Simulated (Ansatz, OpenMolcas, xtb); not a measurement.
**VCl3O (vanadium oxytrichloride): the zero-point energy at each level's own minimum, rung by rung**

VCl3O, singlet, SMILES `[O]=[V]([Cl])([Cl])[Cl]`. Each level relaxes the structure for itself.

Each level gives the zero-point energy at each level's own minimum (kJ/mol). The values are calculated.

```
                          level            kind     program  value (kJ/mol)
                       GFN2-xTB  semi-empirical         xtb            19.1
                      HF/STO-3G    Hartree–Fock      Ansatz            27.5
                       HF/3-21G    Hartree–Fock      Ansatz            22.4
HF/6-31G* (Cartesian functions)    Hartree–Fock  OpenMolcas            23.1
                   PBE/def2-SVP             GGA      Ansatz            20.3
              PBE0-D4/def2-TZVP   global hybrid      Ansatz            21.4
```

Harmonic and unscaled. The values span 19.1 to 27.5 kJ/mol. Without the sets that lack polarisation functions the rows with a basis span only 20.3 to 23.1 kJ/mol.
